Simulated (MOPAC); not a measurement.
MOPAC input (AM1):

```
AM1 1SCF UHF MS=0.5 GEO-OK AUX(PRECISION=9) THREADS=1
C2H7Si

C    -1.50466200 1   -0.66747700 1   -0.30717400 1
C    -0.64680600 1    0.56799300 1    0.01055100 1
Si    1.19108100 1    0.17064700 1    0.18349100 1
H    -1.19750000 1   -1.13389200 1   -1.24504500 1
H    -1.42176000 1   -1.42127600 1    0.47794200 1
H    -2.56023700 1   -0.39918800 1   -0.39981600 1
H    -0.76487400 1    1.32127000 1   -0.77307100 1
H    -0.98759900 1    1.03585300 1    0.93812700 1
H     1.73709900 1   -0.39975800 1   -1.07893500 1
H     1.42854800 1   -0.79515900 1    1.29166200 1
```

Output:

```
 *******************************************************************************
 **                                                                           **
 **                              MOPAC v23.2.5                                **
 **                                                                           **
 *******************************************************************************
 ** MOPAC's Digital Object Identifier: https://doi.org/10.5281/zenodo.6511958 **
 **                                                                           **
 ** Please cite the open-source release paper for use of this MOPAC version:  **
 ** J. E. Moussa and J. J. P. Stewart (2026)                                  **
 ** MOPAC: An open-source semiempirical molecular orbital program             **
 ** J. Open Source Softw., 11(119), 8025, https://doi.org/10.21105/joss.08025 **
 *******************************************************************************

                              AM1 CALCULATION RESULTS

 *******************************************************************************
 *  AM1        - The AM1 Hamiltonian to be used
 *  GEO-OK     - OVERRIDE INTERATOMIC DISTANCE AND OTHER SAFETY CHECKS
 *  UHF        - UNRESTRICTED HARTREE-FOCK CALCULATION
 *  MS=        - IN MECI, MAGNETIC COMPONENT OF SPIN =  0.5
 *  1SCF       - DO 1 SCF AND THEN STOP
 *  AUX        - OUTPUT AUXILIARY INFORMATION
 *******************************************************************************
AM1 1SCF UHF MS=0.5 GEO-OK AUX(PRECISION=9) THREADS=1
 C2H7Si

   ATOM   CHEMICAL          X               Y               Z
  NUMBER   SYMBOL      (ANGSTROMS)     (ANGSTROMS)     (ANGSTROMS)

     1       C         -1.50466200  *  -0.66747700  *  -0.30717400  *
     2       C         -0.64680600  *   0.56799300  *   0.01055100  *
     3      Si          1.19108100  *   0.17064700  *   0.18349100  *
     4       H         -1.19750000  *  -1.13389200  *  -1.24504500  *
     5       H         -1.42176000  *  -1.42127600  *   0.47794200  *
     6       H         -2.56023700  *  -0.39918800  *  -0.39981600  *
     7       H         -0.76487400  *   1.32127000  *  -0.77307100  *
     8       H         -0.98759900  *   1.03585300  *   0.93812700  *
     9       H          1.73709900  *  -0.39975800  *  -1.07893500  *
    10       H          1.42854800  *  -0.79515900  *   1.29166200  *

          CARTESIAN COORDINATES

    NO.       ATOM           X           Y           Z

     1         C         -1.5047     -0.6675     -0.3072
     2         C         -0.6468      0.5680      0.0106
     3        Si          1.1911      0.1706      0.1835
     4         H         -1.1975     -1.1339     -1.2450
     5         H         -1.4218     -1.4213      0.4779
     6         H         -2.5602     -0.3992     -0.3998
     7         H         -0.7649      1.3213     -0.7731
     8         H         -0.9876      1.0359      0.9381
     9         H          1.7371     -0.3998     -1.0789
    10         H          1.4285     -0.7952      1.2917

  H: (AM1): M.J.S. DEWAR ET AL, J. AM. CHEM. SOC. 107 3902-3909 (1985)
  C: (AM1): M.J.S. DEWAR ET AL, J. AM. CHEM. SOC. 107 3902-3909 (1985)
 Si: (AM1): M.J.S.DEWAR, C. JIE, ORGANOMETALLICS, 6, 1486-1490 (1987).

           Empirical Formula: C2 H7 Si  =    10 atoms

      MOLECULAR POINT GROUP   :   Cs

          UHF CALCULATION, NO. OF ALPHA ELECTRONS =   10
                           NO. OF BETA  ELECTRONS =    9

 -------------------------------------------------------------------------------
 AM1 1SCF UHF MS=0.5 GEO-OK AUX(PRECISION=9) THREADS=1
 C2H7Si

     1SCF WAS SPECIFIED, SO BFGS WAS NOT USED
     SCF FIELD WAS ACHIEVED

                              AM1 CALCULATION
                                                       MOPAC v23.2.5 Linux

          FINAL HEAT OF FORMATION =          6.41532 KCAL/MOL =      26.84170 KJ/MOL

          COSMO AREA              =        113.41 SQUARE ANGSTROMS
          COSMO VOLUME            =        102.40 CUBIC ANGSTROMS

          IONIZATION POTENTIAL    =          8.960532 EV
          ALPHA SOMO LUMO (EV)    =         -8.961  1.493
          BETA  SOMO LUMO (EV)    =        -10.988 -0.678
          NO. OF ALPHA ELECTRONS  =         10
          NO. OF BETA  ELECTRONS  =          9
          MOLECULAR WEIGHT        =         59.1628         POINT GROUP:  Cs

          MOLECULAR DIMENSIONS (Angstroms)

            Atom       Atom       Distance
            H     9    H     6     4.35067
            H     7    H    10     3.18610
            H     4    H     8     3.07604

          SCF CALCULATIONS        =          1

   ATOM   CHEMICAL          X               Y               Z
  NUMBER   SYMBOL      (ANGSTROMS)     (ANGSTROMS)     (ANGSTROMS)

     1       C         -1.50466200  *  -0.66747700  *  -0.30717400  *
     2       C         -0.64680600  *   0.56799300  *   0.01055100  *
     3      Si          1.19108100  *   0.17064700  *   0.18349100  *
     4       H         -1.19750000  *  -1.13389200  *  -1.24504500  *
     5       H         -1.42176000  *  -1.42127600  *   0.47794200  *
     6       H         -2.56023700  *  -0.39918800  *  -0.39981600  *
     7       H         -0.76487400  *   1.32127000  *  -0.77307100  *
     8       H         -0.98759900  *   1.03585300  *   0.93812700  *
     9       H          1.73709900  *  -0.39975800  *  -1.07893500  *
    10       H          1.42854800  *  -0.79515900  *   1.29166200  *

                             CARTESIAN COORDINATES

   1    C       -1.504662000    -0.667477000    -0.307174000
   2    C       -0.646806000     0.567993000     0.010551000
   3   Si        1.191081000     0.170647000     0.183491000
   4    H       -1.197500000    -1.133892000    -1.245045000
   5    H       -1.421760000    -1.421276000     0.477942000
   6    H       -2.560237000    -0.399188000    -0.399816000
   7    H       -0.764874000     1.321270000    -0.773071000
   8    H       -0.987599000     1.035853000     0.938127000
   9    H        1.737099000    -0.399758000    -1.078935000
  10    H        1.428548000    -0.795159000     1.291662000

           Empirical Formula: C2 H7 Si  =    10 atoms

      MOLECULAR POINT GROUP   :   Cs

          ALPHA EIGENVALUES
 -33.04670 -23.84612 -15.35162 -15.21947 -13.82561 -13.20231 -12.36122 -11.46155
 -11.06273  -8.96053   1.49334   1.65804   2.12096   4.17897   4.40836   4.59863
   5.00614   5.12904   5.36653

           BETA EIGENVALUES
 -33.04491 -23.84560 -15.20349 -15.17195 -13.49076 -13.16579 -12.32261 -11.47206
 -10.98795  -0.67825   1.82268   1.94071   2.40968   4.17186   4.41198   4.60671
   4.99766   5.12864   5.36119

              NET ATOMIC CHARGES AND DIPOLE CONTRIBUTIONS

  ATOM NO.   TYPE          CHARGE      No. of ELECS.   s-Pop       p-Pop
    1          C          -0.189473        4.1895     1.21312     2.97635
    2          C          -0.419886        4.4199     1.25215     3.16774
    3         Si           0.546474        3.4535     0.96193     2.49159
    4          H           0.069476        0.9305     0.93052
    5          H           0.069476        0.9305     0.93052
    6          H           0.072784        0.9272     0.92722
    7          H           0.088507        0.9115     0.91149
    8          H           0.088507        0.9115     0.91149
    9          H          -0.162932        1.1629     1.16293
   10          H          -0.162932        1.1629     1.16293
 DIPOLE           X         Y         Z       TOTAL
 POINT-CHG.     0.809     0.855     0.248     1.203
 HYBRID        -0.905    -0.472    -0.197     1.039
 SUM           -0.096     0.383     0.051     0.398

          ATOMIC ORBITAL ELECTRON POPULATIONS

     Atom    s        px        py        pz
    1  C   1.21312   0.99424   0.96785   1.01426
    2  C   1.25215   1.11642   1.00628   1.04504
    3 Si   0.96193   0.78967   0.86501   0.83692
    4  H   0.93052
    5  H   0.93052
    6  H   0.92722
    7  H   0.91149
    8  H   0.91149
    9  H   1.16293
   10  H   1.16293

                    (SZ)    =    0.500000
                    (S**2)  =    0.764921

          ATOMIC ORBITAL SPIN POPULATIONS

    Atom   Total    s     px     py     pz
         Atomic
    1  C  0.0250  0.005  0.009  0.008  0.002
    2  C -0.0755 -0.010 -0.050 -0.010 -0.006
    3 Si  1.1691  0.261  0.231  0.576  0.102
    4  H -0.0013 -0.001
    5  H -0.0013 -0.001
    6  H -0.0011 -0.001
    7  H  0.0056  0.006
    8  H  0.0056  0.006
    9  H -0.0631 -0.063
   10  H -0.0631 -0.063

 **********************
 *                    *
 * JOB ENDED NORMALLY *
 *                    *
 **********************

 == MOPAC DONE ==
```

The geometry given is a B3LYP-D3(BJ)/def2-TZVP minimum.
